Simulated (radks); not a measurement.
Results of a calculation; reference values are marked as such.
Kinetic energies: the exact non-interacting value of the Kohn-Sham orbitals and orbital-free approximations, as 100 (|E| - |E exact|)/|E exact|, negative where the magnitude is too small. Species: Mg2+ [Ne]; Sc3+ [Ar]. Code: a radial shooting solver on a logarithmic mesh with Libxc functionals. Model: non-relativistic Kohn-Sham, LDA (Slater exchange, Perdew-Wang correlation), spin-polarised, spherical densities, point nucleus. Every spin shell is full or empty, so the densities are truly spherical. Functionals are evaluated on that one density, not self-consistently.

functional          Mg2+     Sc3+
exact (hartree)  197.727  755.930
Thomas-Fermi       -7.93    -6.91
TF + vW           +58.51   +49.01
TF + vW/9          -0.55    -0.69
LC94               +0.07    +0.04
Thakkar            -0.04    -0.27
Pearson            -1.99    -1.41
PG1               +28.08   +22.01
DePristo-Kress     -0.03    -0.01
